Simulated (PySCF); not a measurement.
Computed magnetic data of one metal complex (SC-NEVPT2 in the d shell, PySCF, with spin-orbit coupling):

| T / K | χT / cm³ K mol⁻¹ | μeff / μB |
| --- | --- | --- |
| 2 | 0.045 | 0.60 |
| 5 | 0.085 | 0.82 |
| 10 | 0.112 | 0.95 |
| 20 | 0.151 | 1.10 |
| 30 | 0.188 | 1.23 |
| 50 | 0.260 | 1.44 |
| 75 | 0.349 | 1.67 |
| 100 | 0.436 | 1.87 |
| 150 | 0.596 | 2.18 |
| 200 | 0.728 | 2.41 |
| 250 | 0.833 | 2.58 |
| 300 | 0.915 | 2.71 |

Powder magnetisation at 2 K: 0.02 μB at 0.5 T, 0.04 μB at 1 T, 0.08 μB at 2 T, 0.12 μB at 3 T, 0.20 μB at 5 T, 0.26 μB at 7 T.

Question: Which of these complexes, all computed at model or optimised geometries, gave the data?
A. [NiBr4]2- (d8, tetrahedral)
B. [Ni(H2O)6]2+ (d8, octahedral)
C. [VCl6]3- (d2, octahedral)
D. CrCl4 (d2, tetrahedral)

Answer: C. [VCl6]3- (d2, octahedral) has NEVPT2: 2S+1 = 3, 2.71 μB at 300 K, 0.95 μB at 10 K, 0.26 μB at 7 T. The others: [Ni(H2O)6]2+ (d8, octahedral) has NEVPT2: 2S+1 = 3, 3.25 μB at 300 K, 3.17 μB at 10 K, 2.22 μB at 7 T; CrCl4 (d2, tetrahedral) has NEVPT2: 2S+1 = 3, 2.79 μB at 300 K, 2.75 μB at 10 K, 1.93 μB at 7 T; [NiBr4]2- (d8, tetrahedral) has NEVPT2: 2S+1 = 3, 4.17 μB at 300 K, 1.70 μB at 10 K, 0.44 μB at 7 T.

On [VCl6]3-: The ground state is orbitally degenerate in this regular structure, which would distort (Jahn–Teller), so its moment is that of the undistorted model.
